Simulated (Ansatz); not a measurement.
Species: AlP2H5, charge 0, singlet. AlP2H5 (SMILES [PH2][AlH][PH2]).
B3LYP-D3(BJ)/def2-TZVP minimum from Ansatz (a quantum-chemistry and plane-wave program):
```
Al
H 1 1.5811
P 1 2.3332 2 119.70
H 3 1.4183 1 94.88 2 143.21
H 3 1.4191 4 95.07 1 94.61
P 1 2.3332 2 119.70 3 -168.70
H 6 1.4183 1 94.88 2 -143.21
H 6 1.4191 7 95.07 1 -94.61
```

Atomisation energy term by term, kcal/mol (programs: Ansatz). Radicals and triplets start from unrestricted determinants; spin-orbit coupling is neglected. Cores are frozen in correlated methods. Rows without X2C or -DK are non-relativistic. CBS(X,Y): correlation extrapolated as X^-3, Hartree-Fock from the larger set. A bracket is a step between two methods taken in the basis named. '+ core + X2C': CCSD(T) terms for core correlation (cc-pwCVTZ, 1s frozen past Ne) and scalar relativity (cc-pVTZ-DK). For partners of very few electrons the exact lower level stands in for a higher one.

| term | basis | kcal/mol |
|---|---|---|
| Hartree-Fock | cc-pV(Q+d)Z | 348.22 |
| CCSD correlation | CBS(cc-pV(T+d)Z,cc-pV(Q+d)Z) | 140.80 |
| (T) | CBS(cc-pV(T+d)Z,cc-pV(Q+d)Z) | 7.53 |
| CCSDT(Q) - CCSD(T) | cc-pV(D+d)Z | 0.72 |
| core correlation | cc-pwCVTZ | 0.11 |
| scalar relativity | X2C, cc-pVTZ-DK | -1.31 |
| sum: De |  | 496.1 |
